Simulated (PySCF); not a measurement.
# Radial density of N²⁺ (nitrogen, charge +2)

TPSSh, [He] 2s2 3s1, 2S determinant (an excited configuration). All numbers are calculated (PySCF 2.14, scalar relativity by spin-free X2C-1e, in aug-cc-pCVQZ-DK (9s8p6d4f2g, 109 functions)).

| r (bohr) | 4πr²ρ (e/bohr) | 4πr²(ρα − ρβ) |
| --- | --- | --- |
| 0.00356 | 0.03399 | 0.0002 |
| 0.00599 | 0.09123 | 0.0006 |
| 0.0101 | 0.2409 | 0.0015 |
| 0.0169 | 0.6138 | 0.0037 |
| 0.0285 | 1.470 | 0.0089 |
| 0.0479 | 3.159 | 0.0188 |
| 0.0806 | 5.661 | 0.0318 |
| 0.136 | 7.484 | 0.0346 |
| 0.228 | 5.933 | 0.0102 |
| 0.383 | 2.232 | 0.0104 |
| 0.645 | 1.655 | 0.1092 |
| 1.08 | 1.902 | 0.0496 |
| 1.82 | 0.5455 | 0.1136 |
| 3.07 | 0.4266 | 0.4179 |
| 5.16 | 0.05872 | 0.0587 |
| 8.68 | 0.0005159 | 0.0005 |

Densities and radii are taken from the X2C orbitals without a picture-change correction, which distorts them close to the nucleus.

The outer electron is Rydberg-like, and this basis confines it to a smaller radius and binds it less than a complete one would.
